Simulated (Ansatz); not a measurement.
Program: Ansatz 0.2.0.

A structure relaxed at PBE0-D4/def2-TZVP, charge 0, multiplicity 1:

```
atom   x (Å)   y (Å)   z (Å)
  F1  -2.208   0.252  -1.353
 Ga2  -1.526  -0.616   0.025
  S3  -0.504   1.133   1.284
 Ga4   1.540   0.137   0.564
  F5   2.161   1.325  -0.585
  S6   0.514  -1.476  -0.863
  H7  -2.320  -1.632   0.884
  H8  -0.520   1.959   0.221
  H9   2.382  -0.479   1.710
 H10   0.480  -0.603  -1.888
```

(1) Give its formula and SMILES.

(2) Point group (tolerance 0.08 Å, 0.16 Å for H)?

(3) Summarise the bond lengths by kind.

Answers

(1) F2Ga2H4S2, `[F][Ga@H-]1[SH+][Ga@@H-]([F])[SH+]1`.

(2) C2v.

(3) 2 × F–Ga 1.766 Å; 4 × Ga–S 2.385 Å; 2 × Ga–H 1.549 Å; 2 × H–S 1.347 Å.
